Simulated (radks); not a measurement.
The numbers below are computed, except where a source is named.
Excited configurations of Mn3+: one electron is placed in a higher orbital outside [Ar] 3d3. The ground configuration is [Ar] 3d4. Code: a radial shooting solver on a logarithmic mesh with Libxc functionals. Model: scalar-relativistic Kohn-Sham, r2SCAN, spin-polarised, spherical densities, finite nucleus; open shells are filled with parallel spins first; meta-GGA in the generalised Kohn-Sham scheme; Fermi nuclear charge, rms radius 3.7057 fm. Excitation = E - E(ground); binding = E(ion) - E, where the ion is the core of charge +4; n* = 4/sqrt(2 binding) in atomic units, and the quantum defect is n - n*.

| outer orbital | excitation (eV) | binding (eV) | n* | quantum defect | eigenvalue (eV) |
|---|---|---|---|---|---|
| 4s | 14.763 | 37.872 | 2.398 | 1.602 | -33.957 |
| 4d | 32.245 | 20.389 | 3.268 | 0.732 | -17.600 |
| 5d | 40.622 | 12.013 | 4.257 | 0.743 | -10.603 |
| 5f | 43.618 | 9.016 | 4.914 | 0.086 | -7.863 |
| 6s | 41.341 | 11.294 | 4.390 | 1.610 | -10.206 |
| 6p | 42.658 | 9.977 | 4.671 | 1.329 | -8.981 |
| 6d | 44.703 | 7.931 | 5.239 | 0.761 | -7.073 |
| 6f | 46.315 | 6.320 | 5.869 | 0.131 | -5.589 |
| 7p | 45.828 | 6.806 | 5.655 | 1.345 | -6.148 |

The Delta-SCF ionisation energy is 52.635 eV (NIST Atomic Spectra Database: 51.2 eV, semi-empirical). Self-interaction in the functional shifts the binding energies and quantum defects, so they are the method's values and not measured ones. Open shells are spherical and high-spin; term and fine-structure splittings are not resolved.
